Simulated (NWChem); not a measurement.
System meant: SiCl₂F₂; SMILES F[Si](F)(Cl)Cl

NWChem input:

```
start job
memory heap 200 mb stack 900 mb global 1100 mb
geometry units angstroms noautoz
  F      0.000000     1.288618    -1.266923
  Si     0.000000     0.000000    -0.323471
  F      0.000000    -1.288618    -1.266923
  Cl     1.672895     0.000000     0.806964
  Cl    -1.672895     0.000000     0.806964
end
basis spherical
  * library def2-svp
end
dft
  odft
  mult 2
  xc pbe0
  iterations 150
  mulliken
end
task dft energy
```

End of the output:

```
 Summary of "ao basis" -> "" (spherical)
 ------------------------------------------------------------------------------
       Tag                 Description            Shells   Functions and Types
 ---------------- ------------------------------  ------  ---------------------
 *                          def2-svp                  on all atoms

                                 NWChem DFT Module
                                 -----------------

 Summary of "ao basis" -> "ao basis" (spherical)
 ------------------------------------------------------------------------------
       Tag                 Description            Shells   Functions and Types
 ---------------- ------------------------------  ------  ---------------------
 F                          def2-svp                 6       14   3s2p1d
 Si                         def2-svp                 8       18   4s3p1d
 Cl                         def2-svp                 8       18   4s3p1d

 Summary of "ao basis" -> "ao basis" (spherical)
 ------------------------------------------------------------------------------
       Tag                 Description            Shells   Functions and Types
 ---------------- ------------------------------  ------  ---------------------
 F                          def2-svp                 6       14   3s2p1d
 Si                         def2-svp                 8       18   4s3p1d
 Cl                         def2-svp                 8       18   4s3p1d

      Symmetry analysis of basis
      --------------------------

        a1         32
        a2         10
        b1         21
        b2         19

  number of electrons :                   66
  multiplicity        :                    2
 ------------------------------------------------------------------------
  no. of electrons and multiplicity not compatible                  66
 ------------------------------------------------------------------------
 ------------------------------------------------------------------------
  current input line :
    20: task dft energy
 ------------------------------------------------------------------------
 ------------------------------------------------------------------------
 There is an error in the input file
 ------------------------------------------------------------------------
 For more information see the NWChem manual at https://nwchemgit.github.io

0: no. of electrons and multiplicity not compatible:Received an Error in Communication
```

What is wrong, and how is it mended?

The input was rejected before any calculation. Cause: the multiplicity doesn't fit the number of electrons (an even count wants an odd multiplicity, and the reverse). This input runs:
```
start job
memory heap 200 mb stack 900 mb global 1100 mb
geometry units angstroms noautoz
  F      0.000000     1.288618    -1.266923
  Si     0.000000     0.000000    -0.323471
  F      0.000000    -1.288618    -1.266923
  Cl     1.672895     0.000000     0.806964
  Cl    -1.672895     0.000000     0.806964
end
basis spherical
  F library def2-svp
  Si library def2-svp
  Cl library def2-svp
end
dft
  xc pbe0
  iterations 150
  mulliken
end
task dft energy
```
It converges to -1408.65394 Ha (PBE0/def2-SVP).
